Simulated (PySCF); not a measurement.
Computed shifts of a molecule C2H13NSi3, PySCF with PBE/pcSseg-1, GIAO, gas phase, atoms alike by connectivity averaged where their shifts nearly agree, in ppm (number of nuclei): ¹³C: -2.6 (1), -7.3 (1). ²⁹Si: -41.2 (1), -48.4 (1), -73.1 (1). ¹⁵N: 3.0 (1). ¹H: 5.45 (1), 5.32 (1), 4.54 (1), 4.17 (3), 0.66 (3), 0.38 (1), 0.12 (1), 0.10 (1), -0.26 (1). References: ¹³C against TMS (σ = 182.0 ppm); ²⁹Si against TMS (σ = 335.4 ppm); ¹⁵N against NH3 (σ = 267.0 ppm); ¹H against TMS (σ = 31.49 ppm), references at their B3LYP-D3(BJ)/def2-TZVP geometries, non-relativistic. The structure is a stationary point at B3LYP-D3(BJ)/def2-SVP. One conformer was computed; it need not be the lowest.

**Question.** Identify the compound among the candidates.
(A) C[SiH2][Si@@H](C)[SiH2]N
(B) C[SiH2]NC([SiH3])[SiH3]
(C) C[Si@H](C[SiH3])[SiH2]N
(D) [SiH3]CNC[SiH2][SiH3]

**Answer.** C, C[Si@H](C[SiH3])[SiH2]N
